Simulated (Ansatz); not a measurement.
`C[SiH](O)[SnH3]` + `[CH3][Al]([OH])[SiH2]F` → `C[SiH](F)[SnH3]` + `[CH3][Al]([OH])[SiH2]O`  (redistribution)

Calculated with Ansatz (gas phase, PBE0-D4/def2-TZVP geometries, no zero-point term in ΔE). CBS: MP2 limit from def2 TZ/QZ plus the TZ coupled-cluster correction, frozen cores. Functionals use def2-TZVPP. B3LYP here is the variant with VWN-RPA as its local correlation; programs differ in this. Elements past krypton have def2 core potentials. For Sn outer-core shells are correlated without core-valence functions, which leaves a few kJ/mol of doubt a bond. Each species was taken in one conformer, which may not be the lowest.

```tsv
level	ΔE (kcal/mol)	difference from CCSD(T)/CBS
PBE-D4	0.8	-0.2
r2SCAN-D4	0.8	-0.2
PBE0-D4	0.8	-0.2
B3LYP-D4	1.0	0.0
ωB97X-V	0.8	-0.2
ωB97M-V	0.9	-0.1
B2PLYP	0.9	-0.1
PBE	0.6	-0.4
r2SCAN	0.8	-0.2
PBE0	0.7	-0.3
B3LYP	0.8	-0.2
HF/def2-TZVPP	0.8	-0.2
MP2/def2-TZVPP	1.2	0.2
SCS-MP2/def2-TZVPP	1.1	0.1
CCSD/def2-TZVPP	0.9	-0.1
CCSD(T)/def2-TZVPP	0.9	-0.1
HF/def2-QZVPP	0.8	-0.2
MP2/def2-QZVPP	1.2	0.2
SCS-MP2/def2-QZVPP	1.1	0.1
HF/CBS(def2)	0.8	-0.2
MP2/CBS(def2)	1.2	0.2
CCSD/CBS(def2)	0.9	-0.1
CCSD(T)/CBS	1.0	0
```

Largest T1 diagnostic among the species: 0.013.
